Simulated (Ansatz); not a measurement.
Program: Ansatz. Geometries: PBE0-D4/def2-TZVP. ΔE: electronic, gas phase. CBS: MP2 limit from def2 TZ/QZ plus the TZ coupled-cluster correction, frozen cores. This one scheme is used for every species. DFT in def2-TZVPP. B3LYP here is the variant with VWN-RPA as its local correlation; programs differ in this. For Ge outer-core shells are correlated without core-valence functions, which leaves a few kJ/mol of doubt a bond. Scalar relativity is left out up to krypton. One conformer a species, not always the lowest.

Consider the ligand exchange at the Al–C bond: `[CH3][AlH][CH2][GeH3]` + `N=C=O` → `[CH3][AlH][N]=C=O` + `[CH3][GeH3]`.

CCSD(T)/CBS gives -1.50 eV.

**Question.** Another level gave -1.54 eV. Which?
A. B3LYP/def2-TZVPP
B. HF/def2-TZVPP
C. PBE0-D4/def2-TZVPP
D. B3LYP-D4/def2-TZVPP

**Answer.** D. B3LYP-D4 -1.54, PBE0-D4 -1.46, HF/def2-TZVPP -1.78, B3LYP -1.59 eV.

Largest T1 diagnostic among the species: 0.018.

In def2-TZVPP, CCSD(T) changes the Hartree–Fock value by +0.27 eV (the triples alone add +0.04 eV) and MP2 by +0.24 eV. From PBE to PBE0 (25 % exact exchange), in def2-TZVPP and without D4, ΔE moves by −0.06 eV. The D4 term adds +0.05 eV with B3LYP and +0.03 eV with PBE0; it sums over pairs of atoms, weighted by their polarisabilities, and B3LYP, whose exchange is more repulsive, gets the larger term.
